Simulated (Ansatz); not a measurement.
C4H9NaO, charge +3, doublet (typed; the unrestricted solution is spin-contaminated), at the geometry of the source list (a state made from the parent by changing its charge; the spin is typed, not shown lowest); CAM-B3LYP/6-31G in Ansatz (an electronic-structure program).

Ansatz was given this input:
Ansatz 0.2 input:
```yaml
crystal:
  periodic: [false, false, false]
  atoms:
    - {symbol: Na, position_ang: [1.75540000, 2.12710000, 1.42110000]}
    - {symbol: O, position_ang: [0.33980000, 0.98330000, 1.23090000]}
    - {symbol: C, position_ang: [-0.00320000, 0.13190000, 0.22460000]}
    - {symbol: C, position_ang: [1.09250000, -0.92960000, -0.01160000]}
    - {symbol: C, position_ang: [-1.31440000, -0.60360000, 0.59010000]}
    - {symbol: C, position_ang: [-0.23230000, 0.89090000, -1.10010000]}
    - {symbol: H, position_ang: [0.79550000, -1.64270000, -0.77630000]}
    - {symbol: H, position_ang: [1.27870000, -1.46100000, 0.91880000]}
    - {symbol: H, position_ang: [2.01770000, -0.43470000, -0.32360000]}
    - {symbol: H, position_ang: [-1.16720000, -1.15260000, 1.51560000]}
    - {symbol: H, position_ang: [-1.61260000, -1.29120000, -0.19690000]}
    - {symbol: H, position_ang: [-2.09990000, 0.12920000, 0.74920000]}
    - {symbol: H, position_ang: [0.69920000, 1.37720000, -1.40690000]}
    - {symbol: H, position_ang: [-0.98950000, 1.65590000, -0.94480000]}
    - {symbol: H, position_ang: [-0.55990000, 0.22000000, -1.89000000]}
basis:
  gaussian:
    orbitals: 6-31G
hamiltonian:
  xc: cam_b3lyp
total_charge: 3
magnetization: {spin_polarized: true, initial_magnetization: 1}
```

It wrote (shortened):

```
Functional definition: CAM-B3LYP
1005 factors; integrals over basis functions are off by at most 1.6e-4 eV
446 factors; integrals over basis functions are off by at most 2.2e-5 eV
mean field evaluation 1: about -10671.9299 eV, gradient 8.0e1 eV
mean field evaluation 2: about -10552.5972 eV, gradient 1.4e2 eV
mean field evaluation 4: about -10696.9195 eV, gradient 5.0e1 eV
mean field evaluation 8: about -10708.0480 eV, gradient 9.0e-1 eV
mean field evaluation 16: about -10708.4040 eV, gradient 4.0e-1 eV
mean field evaluation 32: about -10708.7921 eV, gradient 4.3e-5 eV
mean field evaluation 64: about -10708.5651 eV, gradient 1.5e0 eV
mean field evaluation 96: about -10708.7905 eV, gradient 1.1e-1 eV
mean field -10708.79205748 eV, -393.5408494324 hartree, gradient 6.1e-6 eV, S^2 1.467468; 8 other end points of the search recorded, 0 dependent functions left out
reference -10708.79218433 eV, -393.5408540939 hartree; 25, 24 occupied and 51, 52 virtual orbitals, 1005 factors
Total energy: -10708.79218433 eV, -393.5408540939 hartree
```
